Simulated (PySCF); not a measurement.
# Nuclear quadrupole coupling in `CO[C@@H]1C[C@H]1[SiH2]Cl`

Species: C₄H₉ClOSi.
Z-matrix (Å and degrees, GFN2-xTB geometry), rows numbered from 1:
```
C 
O   1  1.4097
C   2  1.3880  1  112.80
C   3  1.4876  2  117.94  1   152.75
C   4  1.5084  3   60.70  2  -109.29
Si  5  1.8774  3  120.81  4   110.89
Cl  6  2.0184  5  107.94  3    81.70
H   1  1.0966  2  111.03  3    62.48
H   1  1.0879  2  106.57  3  -178.25
H   1  1.0960  2  111.35  3   -58.66
H   3  1.0906  2  113.64  1   -62.15
H   4  1.0787  3  117.03  5   108.18
H   4  1.0789  3  118.19  5  -109.03
H   5  1.0852  3  113.38  4  -104.46
H   6  1.4610  5  110.74  3  -159.92
H   6  1.4616  5  110.64  3   -36.29
```

Field gradients from the PBE0/pcSseg-1 density (PySCF, non-relativistic), principal values in atomic units, ordered |Vxx| ≤ |Vyy| ≤ |Vzz|:

```tsv
atom	Vxx	Vyy	Vzz
O2	0.0080	1.9999	-2.0079
Cl7	-1.0073	-1.0604	2.0678
```

Q: Find the asymmetry η = (Vxx − Vyy)/Vzz and the couplings χ = eQV/h (234.96 MHz × Q in barn × V in au), with Q(17O) = −0.0256 b, Q(35Cl) = −0.0817 b.

A: 
| atom | environment | nucleus | η | χzz (MHz) | χxx (MHz) | χyy (MHz) |
| --- | --- | --- | --- | --- | --- | --- |
| O2 | ether oxygen | 17O | 0.99 | 12.08 | -0.05 | -12.03 |
| Cl7 | silicon-bound chlorine | 35Cl | 0.03 | -39.69 | 19.34 | 20.36 |

The gradient is axial or nearly so (η below 0.05) at Cl7. At O2 η is above 0.9: Vyy and Vzz are nearly equal in size and opposite in sign, so a small change could swap them and flip the sign of χzz. The tensor is traceless: Vxx + Vyy + Vzz = 0.

Q: What is Vzz at O2 in SI units (1 au = 9.71736 × 10²¹ V/m²)?

A: -2.0079 au = -19.512 × 10²¹ V/m².

Q: And the gradient at the other heavy atoms, for which no coupling is worked out here?

A: 
```csv
atom,environment,Vzz (au),η
C1,methoxy carbon,0.393,0.08
C3,sp3 carbon bound to oxygen,0.345,0.58
C4,three-membered-ring carbon,0.181,0.13
C5,sp3 carbon bound to silicon,0.191,0.09
Si6,chlorine-bound silicon,0.710,0.16
```

Q: What couplings would deuterons (Q(2H) = 0.00286 b) have in place of the hydrogens, at this geometry?

A: 
```json
{"atom": "H8", "bonded to": "C1", "bond length (Å)": "1.097", "Vzz (au)": "0.2904", "η": "0.08", "χzz (kHz)": "195"}
{"atom": "H9", "bonded to": "C1", "bond length (Å)": "1.088", "Vzz (au)": "0.3073", "η": "0.07", "χzz (kHz)": "207"}
{"atom": "H10", "bonded to": "C1", "bond length (Å)": "1.096", "Vzz (au)": "0.2897", "η": "0.08", "χzz (kHz)": "195"}
{"atom": "H11", "bonded to": "C3", "bond length (Å)": "1.091", "Vzz (au)": "0.3021", "η": "0.13", "χzz (kHz)": "203"}
{"atom": "H12", "bonded to": "C4", "bond length (Å)": "1.079", "Vzz (au)": "0.3315", "η": "0.07", "χzz (kHz)": "223"}
{"atom": "H13", "bonded to": "C4", "bond length (Å)": "1.079", "Vzz (au)": "0.3312", "η": "0.07", "χzz (kHz)": "223"}
{"atom": "H14", "bonded to": "C5", "bond length (Å)": "1.085", "Vzz (au)": "0.3228", "η": "0.07", "χzz (kHz)": "217"}
{"atom": "H15", "bonded to": "Si6", "bond length (Å)": "1.461", "Vzz (au)": "0.1613", "η": "0.02", "χzz (kHz)": "108"}
{"atom": "H16", "bonded to": "Si6", "bond length (Å)": "1.462", "Vzz (au)": "0.1605", "η": "0.02", "χzz (kHz)": "108"}
```

The structure is a single GFN2-xTB conformer in the gas phase; no vibrational or solvent corrections. GFN2-xTB bond lengths can be off by several hundredths of an ångström, more for odd bonds, and the gradients follow them. With a basis this small, the couplings can be 20 % off.
